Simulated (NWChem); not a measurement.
Isomers of C2H5FSi2, each optimised at PBE0/def2-SVP with NWChem, gas phase unless a solvent is named. Flexible species stand in one conformer each, which need not be the lowest.  Relative energies count from the lowest isomer at each level and are electronic, without zero-point energy, on those geometries.

A: C1(F)[SiH2][SiH2]C=1
B: C#C[SiH2][SiH2]F
C: C#C[Si@@H](F)[SiH3]
D: [SiH2]1C=C[Si@@H]1F

```json
[
 {"quantity": "relative energy, LDA (Slater exchange, VWN5)/def2-TZVP (kcal/mol)", "A": "38.9", "B": "28.5", "C": "26.1", "D": "0.0"},
 {"quantity": "relative energy, CAM-B3LYP/def2-TZVP (kcal/mol)", "A": "44.6", "B": "17.9", "C": "15.9", "D": "0.0"},
 {"quantity": "relative energy, PBE0/def2-TZVP (kcal/mol)", "A": "42.2", "B": "23.7", "C": "21.7", "D": "0.0"},
 {"quantity": "SMD solvation free energy in water, PBE0/def2-SVP (kcal/mol)", "A": "3.2", "B": "1.7", "C": "1.9", "D": "2.0"}
]
```
